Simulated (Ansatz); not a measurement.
Ideal-gas functions of `O[SiH2]I` at 400 K and 1 bar, from an Ansatz frequency run at PBE0-D4/def2-TZVP.

Molar mass 174.01 g/mol, point group C1 (symmetry number 1), electronic degeneracy 1, moments of inertia 27.641, 267.796, 288.511 u Å². Harmonic wavenumbers (cm⁻¹, unscaled): 172, 263, 367, 561, 711, 831, 875, 922, 960, 2241, 2284, 3916.

Use S(trans) = R[1.5 ln M + 2.5 ln T − 1.1517]; rotational temperatures θ = 24.2544 K / I; S(rot) = R[ln(√π/σ · √(T³/θAθBθC)) + 1.5]; for each mode x = 1.438777 ν̃/T, S = R[x/(eˣ − 1) − ln(1 − e⁻ˣ)] and H = RT x/(eˣ − 1); 1 cm⁻¹ = 0.0119627 kJ/mol; R = 8.31446 J/(mol·K).

By hand: the entropy, in J/(mol·K).

Translation 179.3. Rotation: θ = 0.8775, 0.0906, 0.0841 K, giving 112.8. Vibration, mode by mode: 12.44, 9.08, 6.58, 3.76, 2.46, 1.75, 1.54, 1.35, 1.21, 0.02, 0.02, 0.00, in all 40.2. Electronic 0.0. Sum 332.3 J/(mol·K).

By hand: H − E and G − E in kJ/mol, counted from the electronic energy.

Zero-point energy ½ × 14103 × 0.0119627 = 84.4; thermal vibration 9.5; translation, rotation and pV give 4 RT = 13.3. H − E = 107.2 kJ/mol, and G − E = 107.2 − 400 × 332.3/1000 = -25.7 kJ/mol.

Vibration gives 12 % of the entropy. The sum counts one conformer and one mirror image; others add a mixing term.
